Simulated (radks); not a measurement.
The numbers below are computed, except where a source is named.
Species: Co+. Configuration: [Ne] 3s2 3p5 3d8 4f1 (not the ground configuration). Level of theory: non-relativistic Kohn-Sham, B86b exchange with PBE correlation, spin-unpolarised, spherical densities, point nucleus (a radial shooting solver on a logarithmic mesh with Libxc functionals).

Local quantities along the radius. ELF = 1/(1 + alpha^2) is the electron localisation function; alpha = (tau - tau_W)/tau_unif compares the Pauli kinetic energy density with that of the uniform gas; -r V(r) is the screened charge that the Kohn-Sham potential presents (atomic units); r v_xc is r times the local exchange-correlation potential (hartree bohr).

r (bohr)    ELF    alpha  -r V(r)    r v_xc
0.002165  1.000  0.01473    26.82  -0.08661
0.002934  1.000  0.01558    26.75   -0.1032
0.003976  1.000  0.01681    26.64   -0.1250
0.005388  1.000  0.01863    26.50   -0.1532
0.007361  1.000  0.02152    26.31   -0.1901
0.009977  0.999  0.02608    26.05   -0.2348
0.01352   0.999  0.03386    25.70   -0.2883
0.01832   0.998  0.04827    25.23   -0.3490
0.02483   0.994  0.07799    24.63   -0.4124
0.03366   0.979   0.1478    23.86   -0.4704
0.04562   0.899   0.3349    22.89   -0.5121
0.06182   0.588   0.8367    21.69   -0.5326
0.08446   0.287    1.576    20.20   -0.5402
0.1145    0.391    1.249    18.53   -0.6247
0.1551    0.712   0.6356    16.68   -0.7915
0.2102    0.817   0.4738    14.60   -0.8777
0.2849    0.596   0.8234    12.39   -0.8370
0.3862    0.194    2.040    10.10   -0.7357
0.5233    0.434    1.142    7.992   -0.9172
0.7093    0.731   0.6063    5.983    -1.085
0.969     0.686   0.6772    4.294    -1.055
1.313     0.414    1.190    3.218   -0.8860
1.78      0.135    2.527    2.597   -0.6822
2.412     0.029    5.827    2.230   -0.5079
3.269     0.001    27.24    1.979   -0.3885
4.43      0.001    41.90    1.756   -0.3074
6.004     0.004    15.57    1.791   -0.5099
8.138     0.010    10.00    1.747   -0.6243
11.12     0.007    11.66    1.612   -0.5853
15.07     0.001    30.83    1.378   -0.3753
20.42     0.000    205.0    1.197   -0.1968

On this mesh the ELF has minima near r = 0.084, 0.39 bohr, which separate the shells, and maxima near 0.21 (0.82), 0.83 (0.74).

Self-consistent cycle (total energy in hartree, residual of the potential): 1: -1378.581692, 3e+00; 2: -1379.538130, 1e+00; 3: -1379.789289, 4e-01; 4: -1379.786445, 3e-01; 5: -1379.795048, 2e-01; 6: -1379.801901, 1e-02; 7: -1379.801926, 2e-03; 8: -1379.801927, 5e-04; 9: -1379.801927, 2e-04; 10: -1379.801927, 7e-05; 11: -1379.801927, 4e-06; 12: -1379.801927, 7e-07; 13: -1379.801927, 1e-07; 14: -1379.801927, 6e-08; 15: -1379.801927, 7e-09; 16: -1379.801927, 3e-09.
